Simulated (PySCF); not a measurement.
From one molecule to another.

First species: C₃H₃F₂NSi.
SMILES: `N#C[C@@]1(F)[SiH2][C@@H]1F`

Second species: C3H3F2NSi.
Geometry (GFN2-xTB, Å), atoms numbered from 1 in this order:
```
atom  x, y, z in Å
N1     3.544    0.295    0.257
C2     2.434    0.295   -0.031
C3     1.068    0.290   -0.376
C4     0.134   -0.254    0.411
Si5   -1.695   -0.272    0.006
F6    -1.948    0.707   -1.230
F7    -2.498    0.435    1.192
H8     0.821    0.764   -1.318
H9     0.457   -0.710    1.339
H10   -2.309   -1.546   -0.275
```

Levels: wB97X-D/def2-SVPD for dipole moment, HOMO energy, LUMO energy, HOMO–LUMO gap, static isotropic polarisability and electronic spatial extent ⟨r²⟩ about the centre of nuclear charge; TDDFT wB97X-D/def2-SVPD for lowest singlet excitation; TDA wB97X-D/def2-SVPD for lowest triplet excitation (Tamm–Dancoff); GFN2-xTB for rotational constant A and rotational constant C. Geometries: GFN2-xTB. Each species is one conformer at its optimised geometry, gas phase, non-relativistic unless stated. Electronic properties by PySCF.

The conformers computed, where there is a choice (atom-mapped SMILES and torsion angles):
- `[N:1]#[C:2]/[CH:3]=[CH:4]/[SiH:5]([F:6])[F:7]`: C3–C4–Si5–F6 -12°

Which of the two has the higher rotational constant C, and by how much?

The first: 1.509 GHz against 0.855 GHz, a difference of 0.654 GHz.

Which of the two has the higher rotational constant A, and by how much?

The second: 6.086 GHz against 2.953 GHz, a difference of 3.133 GHz.

Which of the two has the higher static isotropic polarisability, and by how much?

The first: 66.9 au against 64.2 au, a difference of 2.7 au.

Which of the two has the higher ⟨r²⟩, and by how much?

The second: 1207 bohr² against 835 bohr², a difference of 372 bohr².

Which has the higher HOMO energy?

The first: -9.81 eV against -10.81 eV, a difference of 1.00 eV.

Which has the higher S1 energy?

The second: 6.07 eV against 5.29 eV, a difference of 0.78 eV.

Which of the two has the higher HOMO–LUMO gap, and by how much?

The first: 10.17 eV against 9.97 eV, a difference of 0.20 eV.

Which has the higher T1 energy?

The first: 4.70 eV against 3.65 eV, a difference of 1.05 eV.

On the first: The dipole equals about 14.6 × 10⁻³⁰ C·m (1 D = 3.33564 × 10⁻³⁰ C·m). S1 lies 4.88 eV below the HOMO–LUMO gap; its leading configuration is HOMO→LUMO, weight 0.52, beside HOMO→LUMO+1, weight 0.41.

On the second: A dipole of 2.81 D is allowed in C1, and pure rotational transitions are dipole-allowed. The 8 singlets span 6.07 to 8.54 eV, and their oscillator strengths add up to 0.62.
